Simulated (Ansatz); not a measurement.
Ansatz (an electronic-structure program) input (RPA@PBE/def2-TZVPP):

Ansatz 0.2 input:
```yaml
crystal:
  periodic: [false, false, false]
  atoms:
    - {symbol: Sc, position_ang: [-0.00000000, -0.00000000, -0.00000000]}
    - {symbol: F, position_ang: [-1.64065751, -0.99238502, 0.05453133]}
    - {symbol: F, position_ang: [0.02527590, 1.77173437, -0.73476338]}
    - {symbol: F, position_ang: [1.61538161, -0.77934935, 0.68023204]}
basis:
  gaussian:
    orbitals: def2-TZVPP
hamiltonian:
  xc: pbe
total_charge: -1
magnetization: {spin_polarized: true, initial_magnetization: 1}
correlation: {method: rpa, electrons: outside_noble_gas}
```

End of the output:

```
integrals: 0.21 GiB planned
1054 factors; integrals over basis functions are off by at most 1.3e-3 eV
mean field: 0.57 GiB planned
mean field evaluation 1: about -28847.1693 eV, gradient 2.0e1 eV
mean field evaluation 2: about -28847.1628 eV, gradient 2.0e1 eV
mean field evaluation 4: about -28848.6829 eV, gradient 7.5e0 eV
mean field evaluation 8: about -28848.8731 eV, gradient 1.6e-1 eV
mean field evaluation 16: about -28848.8732 eV, gradient 4.4e-5 eV
mean field evaluation 32: about -28848.8732 eV, gradient 8.6e-7 eV
mean field -28848.87316690 eV, -1060.1765344152 hartree, gradient 8.6e-7 eV, S^2 0.750868; 1 other end points of the search recorded, 0 dependent functions left out
12 core orbitals not correlated
reference -28800.96277625 eV, -1058.4158600333 hartree; 13, 12 occupied and 132, 133 virtual orbitals, 1054 factors
Total energy: -28836.08613932 eV, -1059.7066198190 hartree
```

The spin state was set by rule; other spins were not relaxed.
